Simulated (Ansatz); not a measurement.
Z-matrix (Å, degrees):
```
C
I 1 2.092
C 1 1.368 2 117.5
C 1 1.418 2 120.8 3 -180.0
C 3 1.406 1 120.1 2 -180.0
H 3 1.082 1 120.2 2 -0.0
C 4 1.411 1 124.2 2 -0.0
C 4 1.426 1 117.4 2 180.0
C 5 1.365 3 120.3 1 0.0
H 5 1.084 3 119.1 1 180.0
C 7 1.367 4 121.0 1 180.0
H 7 1.083 4 118.8 1 -0.0
C 8 1.412 4 119.0 1 -180.0
H 9 1.085 5 120.7 3 180.0
C 11 1.406 7 120.6 4 0.0
H 11 1.084 7 119.7 4 -180.0
H 13 1.085 8 118.3 4 180.0
H 15 1.084 11 119.9 7 -180.0
```

The species carries charge 0 and has multiplicity 1. I takes the def2 core potential.

**Question.** List the PBE/def2-TZVPP orbital energies in eV (Ansatz 0.2.0). (An estimate is asked.)

**Answer.** Computed: Occupied: -270.40, -269.68, -269.58, -269.38, -269.31, -269.26, -269.25, -269.23, -269.22, -269.18, -179.86, -127.29, -126.97, -126.96, -49.39, -49.29, -49.29, -49.02, -49.02, -22.18, -20.79, -19.66, -18.66, -18.30, -17.17, -15.65, -15.41, -14.55, -12.88, -12.59, -12.44, -11.12, -10.78, -10.48, -10.11, -10.00, -9.92, -8.97, -8.54, -8.40, -8.03, -7.73, -6.48, -6.43, -6.34, -5.51. Lowest empty: -2.29, -1.56, -1.53, -0.64, 0.71, 1.07, 1.11, 1.38.
